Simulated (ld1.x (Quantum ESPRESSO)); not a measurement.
# bromine (Br), TM: configuration errors across variants

* Element: Br
* Generator: ld1.x (Quantum ESPRESSO) 7.5
* Type: norm-conserving Troullier–Martins (Kleinman–Bylander form)
* Functional: PBE
* Relativity: scalar-relativistic
* Frozen core: [Ar] 3d10
* Valence charge: 7
* Reference configuration: 4s2 4p5
* Partial waves: 4p (bound): rc 1.75 bohr; 4s (bound): rc 1.45 bohr
* Local potential: the s channel
* Core correction: none

All-electron excitation energies from the reference (eV): (1) 4s2 4p4 12.554; (2) 4s2 4p3 35.314; (3) 4s2 4p2 69.297; (4) 4s2 4p5.3 -1.963; (5) 4s1 4p6 12.371; (6) 4s1 4p5 25.558; (7) 4s2 4p1 115.321.

Tests that are not counted but printed errors over 1 eV. “all radii scaled by about 1.29 (s 1.88, p 2.26 bohr)”: 4s2 4p2 (solver errors, printed error -25.1 eV); 4s2 4p1 (solver errors, printed error +13.5 eV).

2 further variants failed, have other tests or too few solved ones, and are left out.

A true bound ghost makes a file unfit for plane-wave use even where its test errors are small: the radial tests pick states by their node count and pass the ghost by. Where a test does run into it, the solver fails or the error is huge.

Errors AE − PS in meV (a dash: test not solved or not reliable):

| change | (1) | (2) | (3) | (4) | (5) | (6) | (7) | bound ghosts |
| --- | --- | --- | --- | --- | --- | --- | --- | --- |
| base | -6.0 | -26 | -61 | +0.2 | -0.4 | -5.8 | -96 | p |
| wave 4s (bound): rc 1.45 bohr becomes 4s (bound): rc 1.14 bohr | -13 | -56 | -115 | -0.3 | +5.1 | -28 | -127 | p |
| all radii scaled by about 1.29 (s 1.88, p 2.26 bohr) | -140 | -483 | – | -14 | -54 | -328 | – | p |
| core correction a·sin(br)/r model core inside 1.26 bohr | -4.6 | -20 | -56 | +0.3 | -7.0 | -18 | -117 | p |
| local potential the p channel | -3.6 | -16 | -45 | +0.3 | +0.6 | +1.9 | -95 | none |
| wave 4p (bound): rc 1.75 bohr becomes 4p (bound): rc 2.24 bohr | -7.4 | -36 | -99 | +0.1 | +4.2 | -2.3 | -192 | p |

(1) Give the same row for: wave 4p (bound): rc 1.75 bohr becomes 4p (bound): rc 2.28 bohr.

## Answers

(1) -7.7, -39, -107, +0.1, +5.0, -1.8, -212; bound ghosts: p.
